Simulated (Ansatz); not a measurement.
**Ligand exchange: CHBrF2 + SiH(CH3)3 → C2H4F2 + SiH(CH3)2Br**

Species: CHBrF2 (bromodifluoromethane) `FC(F)Br`, singlet; SiH(CH3)3 (trimethylsilane), singlet; C2H4F2 (1,1-difluoroethane) `CC(F)F`, singlet; SiH(CH3)2Br, singlet. The partners trade Br for CH3: C–Br and Si–CH3 bonds give way to C–CH3 and Si–Br.

Shapes, held fixed at every level: PBE0-D4/def2-TZVP. Programs: Ansatz 0.2.0. The zero-point and thermal change to 298 K, harmonic and unscaled (PBE0-D4/def2-TZVP), is +6.0 kJ/mol.

| level | kind | ΔH(298 K) (kJ/mol) | less CCSD(T)/def2-TZVPP | CPU time (sum over the molecules) |
| --- | --- | --- | --- | --- |
| SPW92/def2-TZVPP | LDA | -132.7 | +10.3 | 17 s |
| PBE0-D4/def2-TZVPP | global hybrid | -141.3 | +1.7 | 40 s |
| r2SCAN0-D4/def2-TZVPP | global hybrid | -147.0 | -4.0 | 65 s |
| wB97M-V/def2-TZVPP | range-separated hybrid | -143.5 | -0.5 | 2.5 min |
| wB97X-V/def2-TZVPP | range-separated hybrid | -144.5 | -1.5 | 1.7 min |
| CCSD(T)/def2-SVP | coupled cluster or CI | -153.1 | -10.1 | 57 s |
| CCSD(T)/def2-TZVPP | coupled cluster or CI | -143.0 | 0.0 | 25 min |

The highest level, CCSD(T)/def2-TZVPP, gives ΔH(298 K) = -143.0 kJ/mol; the levels span -153.1 to -132.7. The column of differences is taken from that level and isn't an error. No measured value is set beside it here. Relativity is left out for Br. Outer-core shells of Br are correlated, in sets that cover them unevenly. Times are processor times on shared x86 and Arm servers, and rough.
